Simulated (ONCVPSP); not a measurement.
In: ONCV pseudisation with PBE, scalar-relativistic reference atom.

indium (In), optimised norm-conserving Vanderbilt (ONCV), made with ONCVPSP 4.0.1 (PBE, scalar-relativistic). Core [Kr] 4d10, reference 5s2 (charge +1). Waves: 5s: rc 2.15 bohr, ncon 4, nbas 9, qcut 2.4 1/bohr, local; p scattering state at 0.2 Ha: rc 2.25 bohr, ncon 4, nbas 7, qcut 3.6 1/bohr, 2 projectors, debl 2.5 Ha. Local part: the s channel. Core correction: Teter function, fcfact 2.75, rcfact 1.6.

In the p channel the program set the typed energies aside and used 0.050, 2.550 Ha.

Poles of the logarithmic derivatives, all-electron (AE) and pseudo (PS). s: poles at 1.1 (AE) and 0.8, 4.0 (PS) Ha. p: poles at 1.6 (AE) and 1.6 (PS) Ha. Test radii: s 2.19, p 2.28 bohr.

- Cutoffs needed: 28 Ha and 50 Ha (the cutoffs (Ha) at which the residual kinetic energy of the hardest occupied pseudo-wave falls to 1 and 0.1 mHa per electron)
- Ghost test: no bound ghost flagged; no localised positive-energy state flagged
- Largest excitation error: -121 meV (all-electron minus pseudo) for 5s1, out of 4 test configurations
- rms error of d²Exc/dni dnj: 19.19 mHa without and 1.38 mHa with the model core
